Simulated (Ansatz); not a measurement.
`C#CN[SiH3]` + `N#CO` → `N#CO[SiH3]` + `C#CN` at 298.15 K and 1 bar (ligand exchange at the Si–N bond).

Computed with Ansatz on PBE0-D4/def2-TZVP structures; ΔE is electronic, products minus reactants. CCSD(T)/CBS adds triple-zeta CCSD(T) − MP2 to the extrapolated MP2 energy (def2 sets, frozen cores). This one scheme is used for every species. One conformer a species, not always the lowest.

| species | CCSD(T)/CBS energy (Eh) | H − E (kJ/mol) | S (J/(mol·K)) |
| --- | --- | --- | --- |
| `C#CN[SiH3]` | -422.82807 | 175.2 | 316.7 |
| `N#CO` | -168.48100 | 68.5 | 241.1 |
| `N#CO[SiH3]` | -458.79584 | 116.0 | 302.7 |
| `C#CN` | -132.52893 | 129.7 | 253.5 |

H − E and S are ideal-gas, rigid-rotor, harmonic terms from PBE0-D4/def2-TZVP, for one conformer and one mirror image of each species. 1 Eh = 2625.50 kJ/mol, R = 8.31446 J/(mol·K).

Question: By hand: ΔE, ΔH, ΔS and ΔG.

Answer: ΔE = (-458.79584) + (-132.52893) − (-422.82807) − (-168.48100) = -0.01570 Eh = -41.2 kJ/mol. Δ(H − E) = 116.0 + 129.7 − 175.2 − 68.5 = 2.0, so ΔH = -39.2 kJ/mol. ΔS = 302.7 + 253.5 − 316.7 − 241.1 = -1.6 J/(mol·K). ΔG = -39.2 − 298.15 × (-1.6)/1000 = -38.7 kJ/mol.

Question: By hand: the equilibrium constant, and the temperature at which ΔG would vanish if ΔH and ΔS stayed fixed.

Answer: log₁₀ K = −ΔG/(RT ln 10) = 6.8. ΔG = 0 at ΔH/ΔS = 24500 K, far beyond where these terms or the molecules hold.

The number of gas molecules stays the same, so ΔS is small and ΔH decides. A doubt of 5 kJ/mol in ΔE shifts log₁₀ K by 0.9 here. Other conformers and mirror images would add mixing entropy, several J/(mol·K) or more a flexible species. These are equilibria of isolated gas molecules and say nothing of rates. Largest T1 diagnostic: 0.014 (customary marks: 0.02 for closed shells, 0.045 for open ones).
